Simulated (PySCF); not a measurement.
AlF₂, SMILES [F][Al][F], multiplicity 2.

Geometry optimised at B3LYP-D3(BJ)/def2-TZVP. The multiplicity is an assumed one; other spin states were not compared. The isomer is the one that the SMILES or the coordinates give; other isomers of the formula were not compared.

All values below come from PBE/def2-TZVPD run with PySCF.

- total energy = -442.00257 hartree
- point group = C2v
- α spin, highest occupied and lowest empty level = -6.02 and -2.32 eV
- β spin, highest occupied and lowest empty level = -9.55 and -4.32 eV
- dipole moment = 1.77 D
- quadrupole, principal values (traceless, Buckingham form, about the centre of nuclear charge) = -7.12, 1.65, 5.47 D·Å
- mean static polarisability = 33.8 bohr³ (5.01 Å³)
- polarisability, principal values = 31.0, 33.5, 37.0 bohr³
- ⟨S²⟩ = 0.751 (pure state 0.75)
